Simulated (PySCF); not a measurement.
aminoborane (BH4N), SMILES BN.

The structure is a stationary point at B3LYP-D3(BJ)/def2-TZVP.

All values below come from PBE/def2-TZVPD run with PySCF.

Symmetry labels are those of the subgroup C2v that the program uses (full group C2v).

Computed valence orbital energies around the gap with their symmetry:
```csv
orbital,symmetry,energy (eV)
HOMO−7,A1,-380.70
HOMO−6,A1,-176.39
HOMO−5,A1,-21.70
HOMO−4,A1,-12.90
HOMO−3,B2,-12.73
HOMO−2,A1,-9.43
HOMO−1,B2,-7.53
HOMO,B1,-7.35
LUMO,B1,-0.82
LUMO+1,A1,-0.39
LUMO+2,A1,0.81
LUMO+3,B2,1.00
```
